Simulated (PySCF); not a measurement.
This PySCF input asks for the NMR shieldings of `InChI=1S/CH7BO2Si/c1-5-2(3)4/h3-4H,5H2,1H3`; the geometry comes from GFN2-xTB.

```python
import basis_set_exchange as bse
import numpy as np
from pyscf import gto, dft
from pyscf.prop import nmr

atoms = """
C     1.937848    0.126728    0.263649
Si    0.418193   -0.805670   -0.423976
B    -1.270683    0.140249   -0.043314
O    -2.203625   -0.468974    0.728874
O    -1.467590    1.376112   -0.565197
H     2.020340    1.114055   -0.182287
H     1.872275    0.257706    1.340748
H     2.857754   -0.409014    0.053423
H     0.474571   -2.168338    0.138355
H     0.682878   -0.986951   -1.866812
H    -3.021989    0.003506    0.906018
H    -2.298775    1.819905   -0.375508
"""
names = dict.fromkeys(["C", "Si", "B", "O", "H"], "pcSseg-1")
basis = {el: gto.basis.parse(bse.get_basis(n, elements=[el], fmt="nwchem")) for el, n in names.items()}
mol = gto.M(atom=atoms, basis=basis, charge=0, verbose=0)
mf = dft.RKS(mol, xc="PBE0")
mf.grids.level = 2
mf.grids.alignment = dft.numint.BLKSIZE   # the property module wants whole blocks of grid points
mf.conv_tol = 1e-9
mf.kernel()

calc = nmr.RKS(mf)   # GIAO
C = mf.mo_coeff
Co = C[:, mf.mo_occ > 0]
resp = mf.gen_response(singlet=True, hermi=2)
def vind(x):   # induced exchange potential for any number of trial vectors
    d = np.einsum("pi,xij,qj->xpq", C, 2 * x.reshape(-1, C.shape[1], Co.shape[1]), Co, optimize=True)
    return np.einsum("xpq,pi,qj->xij", resp(d - d.transpose(0, 2, 1)), C, Co, optimize=True).ravel()
mo1, _ = nmr.rhf.solve_mo1(calc, with_cphf=vind)
sigma = calc.kernel(mo1)
for i, s in enumerate(sigma):   # ppm
    print("%2d %-2s %9.2f" % (i, mol.atom_pure_symbol(i), np.trace(s) / 3))
```

Task: What are the results?

Result: 
```
 0 C     196.46
 1 Si    434.12
 2 B      70.86
 3 O     186.59
 4 O     191.27
 5 H      31.56
 6 H      31.67
 7 H      31.49
 8 H      27.97
 9 H      27.88
10 H      27.79
11 H      27.81
```

These numbers come from an equivalent density-fitted implementation of the same equations, which agrees with the script to about 0.01 ppm for H and up to a few tenths of a ppm for heavy atoms, so last digits may differ.

Size and cost of the density-fitted run: 127 basis functions, 9.1 s wall time on 1 thread of an Arm Neoverse V2, shared host; peak memory 0.61 GiB.
